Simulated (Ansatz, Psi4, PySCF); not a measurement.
C₅H₁₀O₂, triplet, at a GFN2-xTB geometry (a higher spin typed on purpose: for a closed-shell molecule this is an excited state). Base run: R2SCAN/STO-3G in PySCF.

Geometry (Å):
```xyz
17

C     -0.7363     0.1803     1.5016
C     -0.6052     0.1841    -0.0050
C     -1.5603    -0.7729    -0.6832
C     -0.6417     1.5677    -0.6175
C      0.9685    -0.3493    -0.3969
O      1.8422     0.5566     0.1361
O      1.0255    -1.5964    -0.1999
H     -0.0659     0.9071     1.9563
H     -1.7593     0.4370     1.7804
H     -0.5193    -0.8094     1.8996
H     -2.5797    -0.4006    -0.5759
H     -1.4964    -1.7624    -0.2396
H     -1.3347    -0.8571    -1.7433
H      0.1151     2.2138    -0.1810
H     -0.4819     1.5202    -1.6917
H     -1.6242     2.0050    -0.4332
H      2.2552     0.2055     0.9438
```
Charge 0, spin multiplicity 3.
Orbitals are unrestricted.
All else is at PySCF's defaults.

The same geometry, method and basis name were run in Ansatz (an electronic-structure program) and Psi4 and PySCF, at each program's defaults and at the settings that a row names. The base is PySCF at its defaults. Differences at the defaults can come from grids, fitting, cores and function types together.

```csv
code and settings,ΔE vs base (mEh),basis functions,E (Eh),SCF cycles,dipole (D)
"PySCF, defaults (exact integrals, its default grid, spherical functions)",0.000,45,-342.26350,13,1.51
"Psi4, defaults (density fitting with its default set, its default grid, spherical functions)",-2.557,45,-342.26605,11,1.51
"Ansatz, defaults (factorised integrals, its default grid, spherical functions)",-0.078,45,-342.26357,-,-
"PySCF, density fitting with def2-universal-jkfit",-2.402,45,-342.26590,13,1.51
"PySCF, fine grid",-0.050,45,-342.26355,13,1.51
"Psi4, exact integrals, spherical functions, fine grid",-0.053,45,-342.26355,15,1.51
"Ansatz, high accuracy",-0.077,45,-342.26357,-,-
```

Open shells are given as the SCF converged; they aren't shown to be the lowest states, and a large step between rows can be another state.
